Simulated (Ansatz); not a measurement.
Consider the formal exchange of groups at the Si–N bond: `[SiH3][N]1[CH2][AlH]1` + `C#CF` → `FC#C[SiH3]` + `[CH2]1[NH][AlH]1`.

Calculated with Ansatz (gas phase, PBE0-D4/def2-TZVP geometries, no zero-point term in ΔE). CCSD(T)/CBS adds triple-zeta CCSD(T) − MP2 to the extrapolated MP2 energy (def2 sets, frozen cores). This one scheme is used for every species. Functionals use def2-TZVPP. B3LYP here is the variant with VWN-RPA as its local correlation; programs differ in this. HSE06 is defined as in plane-wave codes.

(1) Is it downhill or uphill in electronic energy at CCSD(T)/CBS, and by how much? (An estimate is asked.)

(2) What do these levels give: PBE-D4, B3LYP-D4, HSE06-D4, BHLYP-D4, B3LYP, CAM-B3LYP? (Best estimate.)

Largest T1 diagnostic among the species: 0.015.

Answers

(1) Computed: Uphill: ΔE = +27.6 kJ/mol.

(2) Computed: PBE-D4 19.3, B3LYP-D4 28.3, HSE06-D4 22.7, BHLYP-D4 32.9, B3LYP 22.4, CAM-B3LYP 26.2 kJ/mol.

At CCSD(T), def2-SVP lies −3.6 kJ/mol from the extrapolated value and def2-TZVPP +0.4 kJ/mol. In def2-TZVPP, CCSD(T) changes the Hartree–Fock value by −4.3 kJ/mol (the triples alone add −1.0 kJ/mol) and MP2 by −3.0 kJ/mol. The D4 term adds +5.8 kJ/mol with B3LYP and +3.2 kJ/mol with PBE0; it sums over pairs of atoms, weighted by their polarisabilities, and B3LYP, whose exchange is more repulsive, gets the larger term.
